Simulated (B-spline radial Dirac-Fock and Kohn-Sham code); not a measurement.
# Atomic SCF run for Pm⁵⁺

ΔSCF core binding energies without Breit or QED terms, calculated with a radial finite-basis atomic code.

Input (task.json):

```json
{"items": [{"Z": 61, "q": 5, "cfg": [[1, 0, 2], [2, 0, 2], [2, 1, 6], [3, 0, 2], [3, 1, 6], [3, 2, 10], [4, 0, 2], [4, 1, 6], [4, 2, 10], [4, 3, 3], [5, 0, 2], [5, 1, 5]], "A": 145, "rrms": 4.962, "do": "settings", "holes": ["K", "L3", "M5"],
  "settings": [{"rel": "dirac", "method": "hf", "nuc": "fermi", "radius_factor": 1.0, "rmax": 45.0, "h": 0.3, "order": 8, "points": 10, "c_factor": 0.8, "maxit": 60, "damp": 0.2, "ndamp": 3, "tol": 0.0001}]}]}
```

Command: `python xray2_run.py task.json out`

Ground-state iterations:

```
iter   energy (Ha)        error
   1   -10241.85974613  1.56e+00
   2   -10255.38389369  7.73e-01
   3   -10261.19437788  2.48e-01
   4   -10261.68461222  7.80e-02
   5   -10261.72118758  5.22e-02
   6   -10261.74903808  1.11e-03
   7   -10261.74904873  1.73e-04
   8   -10261.74904890  2.27e-05
```

The ground state converged in 8 iterations, with total energy -10261.74905 Ha, virial ratio 1.87594 and highest orbital energy -74.78 eV. ΔSCF binding energies: K (1s) 47075.6 eV, L3 (2p3/2) 6551.1 eV, M5 (3d5/2) 1095.8 eV.
